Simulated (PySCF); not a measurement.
**PbF: energy against distance**

Set-up: PySCF, scalar-relativistic core potentials, basis sets Pb def2-SVP with ECP60, F def2-SVP. Energies in eV from Pb + F in their ground configurations at the same level. State: ²Π (doublet), unpaired electrons π ↑.

```csv
R (Å),UHF-SCS-MP2,UHF-CCSD(T),B97-3,UHF-MP2
1.779,-2.720,,-3.032,-2.873
1.862,-3.456,-3.320,-3.778,-3.604
1.945,-3.853,-3.720,-4.190,-3.995
2.007,-3.990,-3.861,-4.340,-4.128
2.069,-4.027,-3.903,-4.391,-4.161
2.131,-3.989,-3.869,-4.368,-4.119
2.214,-3.855,-3.742,-4.255,-3.979
2.317,-3.599,-3.495,-4.027,-3.717
2.441,-3.222,-3.131,-3.685,-3.332
2.607,-2.676,,-3.188,-2.776
```

**Question.** Put a parabola through the three lowest points of the UHF-SCS-MP2 curve and estimate Re, k and ωe (reduced mass 17.41 u; 1 eV/Å² = 0.16022 mdyn/Å; ωe = 1302.8·√(k/μ) cm⁻¹).

**Answer.** Through R = 2.007, 2.069, 2.131 Å the second-order coefficient is 9.76 eV/Å², so Re ≈ 2.069 Å, k ≈ 3.13 mdyn/Å and ωe ≈ 552 cm⁻¹. A polynomial fit of higher order to the unrounded UHF-SCS-MP2 energies gives Re = 2.066 Å, k = 3.15 mdyn/Å, ωe = 555 cm⁻¹; anharmonicity and rounding make the difference.

The higher-order fit for each curve: UHF-SCS-MP2: Re = 2.066 Å, ωe = 555 cm⁻¹, De = 4.03 eV; UHF-CCSD(T): Re = 2.069 Å, ωe = 549 cm⁻¹, De = 3.90 eV; B97-3: Re = 2.078 Å, ωe = 535 cm⁻¹, De = 4.39 eV; UHF-MP2: Re = 2.062 Å, ωe = 559 cm⁻¹, De = 4.16 eV.

Correlated steps freeze 5 core orbitals. Correlated levels converge slowly with the basis: in double zeta they bind strong bonds too weakly, by up to about 1 eV, and carry superposition errors of some tenths. These are scalar-relativistic numbers at best; spin–orbit coupling would shift them, the dissociation energy most. The state is the lowest determinant that a PBE0 search found; another state may lie lower at other levels.
